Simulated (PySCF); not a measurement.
CF3GeNO, SMILES [F][Ge]([F])([N]=C=O)[F].

Geometry: B3LYP-D3(BJ)/def2-SVP. The structure was generated by enumeration, and PubChem lists no compound with its InChIKey, so it may never have been made. The values are those of a single conformer.

Calculation: PySCF with B3LYP-D3(BJ)/def2-SVP.

Frequencies are harmonic and unscaled.

Computed vibrational spectrum:
| mode | ν (cm⁻¹) | IR (km/mol) | Raman (Å⁴/amu) | depolarisation | moving atoms (share of kinetic energy) |
|---|---|---|---|---|---|
| 1 | 15 | 0.0 | 1.9 | 0.75 | F 35 %, N 31 %, O 31 % |
| 2 | 48 | 0.3 | 1.9 | 0.75 | F 39 %, O 35 %, N 21 % |
| 3 | 199 | 0.0 | 0.6 | 0.75 | F 78 %, N 20 % |
| 4 | 202 | 0.1 | 0.7 | 0.75 | F 73 %, N 18 % |
| 5 | 258 | 39.0 | 1.4 | 0.72 | F 67 %, Ge 19 % |
| 6 | 264 | 39.2 | 0.3 | 0.75 | F 50 %, Ge 24 %, N 23 % |
| 7 | 270 | 63.5 | 1.1 | 0.56 | F 56 %, Ge 25 %, N 16 % |
| 8 | 529 | 52.0 | 7.0 | 0.10 | C 30 %, O 25 %, Ge 21 %, N 18 % |
| 9 | 609 | 32.1 | 0.1 | 0.75 | C 73 %, O 16 %, N 11 % |
| 10 | 633 | 41.1 | 4.0 | 0.04 | C 56 %, N 26 %, O 14 % |
| 11 | 735 | 87.0 | 6.6 | 0.00 | F 85 %, Ge 13 % |
| 12 | 782 | 87.0 | 1.7 | 0.72 | F 74 %, Ge 26 % |
| 13 | 786 | 86.8 | 1.8 | 0.75 | F 74 %, Ge 26 % |
| 14 | 1501 | 48.3 | 14.6 | 0.23 | N 60 %, O 39 % |
| 15 | 2431 | 1288.7 | 0.7 | 0.75 | C 71 %, N 15 %, O 14 % |
